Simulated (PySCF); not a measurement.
Working out the ionisation energy of Ne⁺

Ne⁺ [He] 2s2 2p5 (2P) → Ne²⁺ [He] 2s2 2p4 (3P). Computed with PySCF 2.14 in aug-cc-pCVTZ-DK (7s6p4d2f, 59 functions), with scalar relativity by spin-free X2C-1e. Frozen: nothing. Energies in hartree (1 hartree = 27.21139 eV):

```tsv
part	Ne⁺ (lower)	Ne²⁺ (upper)
UHF	-127.947433	-126.505434
MP2 opposite-spin	-0.206053	-0.163152
MP2 same-spin	-0.058489	-0.044719
```

Question: What does Hartree-Fock give?

Answer: (-126.505434) − (-127.947433) = 1.441999 hartree = 39.239 eV.

Question: What do MP2 and SCS-MP2 (6/5 opposite-spin, 1/3 same-spin) give?

Answer: The opposite-spin parts differ by 1.167 eV and the same-spin parts by 0.375 eV. MP2: 39.239 + (1.167) + (0.375) = 40.781 eV. SCS-MP2: 39.239 + 1.2 × (1.167) + (0.375)/3 = 40.764 eV.

A first-order spin-orbit estimate adds -0.005 eV to MP2 (valence and next inner shell), giving 40.776 eV against 40.963 eV (measured; NIST Atomic Spectra Database, ionization energies).

What remains against the reference includes basis incompleteness and correlation beyond second order.
